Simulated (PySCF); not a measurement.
**Electron affinity of I by level of theory**

I⁻ [Xe] (1S) → I [Kr] 4d10 5s2 5p5 (2P), as a difference of total energies. All numbers are calculated (PySCF 2.14, scalar relativity by spin-free X2C-1e, in x2c-TZVPPall with one added diffuse shell each of s, p, d, f type (9s7p5d3f, 76 functions)). Correlated levels: valence: [Kr] 4d10 frozen. The calculations carry no spin-orbit coupling.

Problem. Order these methods by the electron affinity they give, lowest first.
A. SCS-MP2 (valence)
B. MP2 (valence)
C. CCSD (valence)
D. CCSD(T) (valence)

Solution. C (3.098 eV), A (3.130 eV), D (3.158 eV), B (3.198 eV).

The reference lies between the lowest fine-structure levels, while these numbers refer to the centres of the terms.

Errors of the correlated levels include the incompleteness of this basis and the frozen core.

For comparison: 3.059 eV (measured; photodetachment measurements, as compiled on the Wikipedia data page of electron affinities).
